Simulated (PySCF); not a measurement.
C₂H₉GeN₃ (SMILES C=[CH][Ge]([NH2])([NH2])[NH2]), singlet, geometry from GFN2-xTB, atoms displaced at random by about 0.08 Å a coordinate. Base run: R2SCAN/STO-3G, gradient (PySCF).

PySCF was given this input:
```python
from pyscf import gto, scf, dft

mol = gto.M(
    atom='''
C     2.446849   -0.865701    0.626706
C     1.555882   -0.323347   -0.369793
Ge   -0.154445    0.106702   -0.082798
N    -0.667547   -0.262872    1.625329
N    -1.313008   -1.007428   -1.076249
N    -0.750625    1.667628   -0.535798
H     2.160147   -0.965005    1.647904
H     3.388998   -1.229237    0.229424
H     2.051687   -0.496106   -1.378187
H    -1.439118    0.291388    1.941946
H    -0.052308    0.246794    2.334634
H    -1.381951   -1.940226   -1.035912
H    -2.290365   -0.644428   -1.283681
H     0.022306    2.424678   -0.266167
H    -0.666374    2.009518   -1.507421
''',
    basis='sto-3g',
    charge=0,
    spin=0,
    verbose=3,
)

mf = dft.RKS(mol)
mf.xc = 'r2scan'
mf.kernel()
g = mf.nuc_grad_method()
grad = g.kernel()
```

The coordinate followed is z of atom 6.

The base run was repeated with changes; each row names its change, and settings that it needs were set with it.

```
change                                                  dE/dx (Eh/bohr)  net force (Eh/bohr)
------------------------------------------------------  ---------------  -------------------
base                                                          -0.016375             0.002757
grids.level = 0; grid_response = on                           -0.019054             0.000000
density fitting = on; auxbasis_response = off                 -0.017907             0.000643
grids.level = 1; grid_response = on                           -0.017918             0.000000
density fitting = on                                          -0.016378             0.002757
conv_tol = 1e-6                                               -0.016380             0.002756
grids.level = 0; grid_response = off                           0.011188             0.073852
finite difference step (bohr) = 1e-4; conv_tol = 1e-11        -0.017666                    -
conv_tol = 1e-4                                               -0.016337             0.002754
grids.level = 5; grid_response = off                          -0.017918             0.000497
finite difference step (bohr) = 1e-5; conv_tol = 1e-11        -0.017666                    -
finite difference step (bohr) = 0.2; conv_tol = 1e-11         -0.027327                    -
```

The net force is zero for an exact gradient.
